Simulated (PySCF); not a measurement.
**GeI under electron impact: the energy ladder**

r²SCAN in PySCF with def2-TZVPPD on every atom (core potentials on I), for the lowest determinant that a PBE0 search found; no spin–orbit coupling.

```tsv
species	state (unpaired electrons)	Re (Å)	ωe (cm⁻¹)	energy of the minimum from the neutral (eV)	De (eV)	dissociates to
GeI	doublet (π ↑)	2.524	243	0.00	3.27	Ge + I
GeI⁺	singlet (closed shell)	2.401	303	7.20	4.15	Ge⁺ + I
GeI⁻	triplet (π ↑↑)	2.726	168	-1.64	1.64	Ge + I⁻
```

Work out the lowest energy to break GeI into atoms, from its vibrational ground state.

D0 = De − ωe/2 = 3.27 − 0.02 = 3.25 eV (r²SCAN/def2-TZVPPD).

Work out the ionisation energy of the Ge atom at this level and the threshold of dissociative ionisation.

IE(Ge) = 7.20 + 4.15 − 3.27 = 8.08 eV, so Ge⁺ + I + e⁻ appears at D0 + IE(Ge) = 11.33 eV (r²SCAN/def2-TZVPPD). The measured IE(Ge) is 7.899 eV (NIST ASD).

Work out the electron affinity of the I atom and the threshold of dissociative attachment.

EA(I) = 3.27 − 1.64 − (-1.64) = 3.27 eV, so Ge + I⁻ needs D0 − EA(I) = -0.02 eV (negative: it is exothermic at zero electron energy) (r²SCAN/def2-TZVPPD). The measured EA(I) is 3.059 eV.

At which energy does ion-pair formation open?

Ge⁺ + I⁻ lies at D0 + IE(Ge) − EA(I) = 8.06 eV (r²SCAN/def2-TZVPPD).

These are thermodynamic thresholds; the onsets seen under electron impact lie higher where the geometry changes, and cross-sections peak well above them.

Spin–orbit coupling is left out, which matters for elements this heavy, above all for dissociation energies. For an ion De counts to the pair picked by the measured ionisation energies or electron affinities, which need not be the lowest pair at this level. The highest Kohn–Sham level is positive in this anion. Much of that is self-interaction error, but it also means that the finite basis helps to hold the extra electron. States were picked by a PBE0 search and need not be the measured ground states.
